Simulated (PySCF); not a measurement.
A structure optimised at B3LYP-D3(BJ)/def2-SVP, used in a PySCF frequency run:

```xyz
10

F      2.9234     0.0643    -1.2117
C      2.2340    -0.3382    -0.1355
C      0.9486    -0.1261     0.0166
C     -0.3413     0.0148     0.1840
Si    -1.6554    -1.2163    -0.3929
Cl    -1.0038     1.4456     1.0013
H      2.8572    -0.8605     0.5986
H     -2.5697    -0.5292    -1.3451
H     -0.9762    -2.3642    -1.0516
H     -2.4299    -1.6760     0.7924
```
Charge 0, spin multiplicity 1.

Problem. Write its SMILES and formula.

Solution. FC=C=C([SiH3])Cl, C₃H₄ClFSi

Problem. What are its rotational constants (standard atomic weights)?

Solution. 2.8802, 1.2458, 0.91255 GHz
